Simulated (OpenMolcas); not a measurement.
**O+: RASPT2 settings compared**

```
Program             : OpenMolcas
Basis               : ANO-RCC-VDZP [3s2p1d]
Scalar Hamiltonian  : X2C, point nucleus
Active space        : 5 electrons in 9 orbitals (RAS2 2s 2p; RAS3 3d, at most 2 electrons)
State averaging     : 2S+1 = 4 odd, 1 root; 2S+1 = 2 odd, 8 roots; 2S+1 = 4 even, 3 roots; 2S+1 = 2 even, 5 roots (0 in the spin-orbit step)
Spin-orbit coupling : RASSI with atomic mean-field integrals over the reference wave functions, term energies averaged over their components
```

Methods on the same reference wave functions:
A. RASSCF
B. SS-RASPT2, IPEA 0.35 Eh, real shift 0.05 Eh (closed shells correlated: 1s)
C. SS-RASPT2, IPEA 0.3 Eh, imaginary shift 0.2 Eh (closed shells correlated: none)
D. SS-RASPT2, IPEA 0.2 Eh, sigma1 regulariser 0.05 Eh (closed shells correlated: 1s)

Energies in cm⁻¹ above 2s² 2p³ ⁴S°_3/2, the measured ground level; measured values from NIST Handbook of Basic Atomic Spectroscopic Data.

```tsv
Level	A	B	C	D	Measured
2s² 2p³ ⁴S°_3/2	0.0	0.0	0.0	0.0	0.0
2s² 2p³ ²D°_3/2	29752	29608	29605	29599	26831
2s² 2p³ ²D°_5/2	29755	29611	29608	29602	26811
2s² 2p³ ²P°_3/2	44474	43732	43749	43714	40468
2s² 2p³ ²P°_1/2	44478	43736	43753	43718	40470
2s 2p⁴ ⁴P_5/2	122297	121801	121895	121780	119837
2s 2p⁴ ⁴P_3/2	122445	121949	122044	121929	120000
2s 2p⁴ ⁴P_1/2	122535	122039	122133	122018	120083
```

Deviations, from unrounded energies. A percentage is the sum of absolute deviations over the sum of measured energies, with the sign that they share, or ± where signs differ.

```
                        Against measurement  Levels      A     B     C     D
             mean absolute deviation (cm-1)       7   3000  2600  2600  2600
other terms of the ground configuration (%)       4  +10.3  +9.0  +9.0  +9.0
                   other configurations (%)       3   +2.0  +1.6  +1.7  +1.6
```

B, C, D lie about equally close to measurement and A furthest from it. The largest miss of D in the table is 2s² 2p³ ²P°_1/2, by +3200 cm-1. The ranking rests on the paired levels alone, and a cruder setting can come out closer through cancelling errors.

Among B to D the level of the table that moves most is 2s 2p⁴ ⁴P_5/2, by 110 cm-1 (lowest in D, highest in C).

From A to B the spin-free energies of the other terms of 2s² 2p³ shown, above ⁴S°, scale by factors of 0.98 to 1.00.

The lowest spin-free term lies below A's lowest term by 0.020 hartree in B, 0.019 hartree in C, 0.020 hartree in D.

Active for correlation alone: 3d; no level in the range computed is led by a configuration that fills it, so any true level of that kind is missing. Without dynamic correlation excited terms often stand tens of per cent too high (terms of higher spin than the ground term too low), and those without a measured partner can miss by more than the paired ones (holds for A). Measured partners are found by configuration, term and J. A level has none where our copy of the source lacks it or the pairing is in doubt (some pairs that miss far off the trend of their configuration count as doubtful), and it then counts in no deviation. Only configurations of the active space appear.

° marks odd parity.
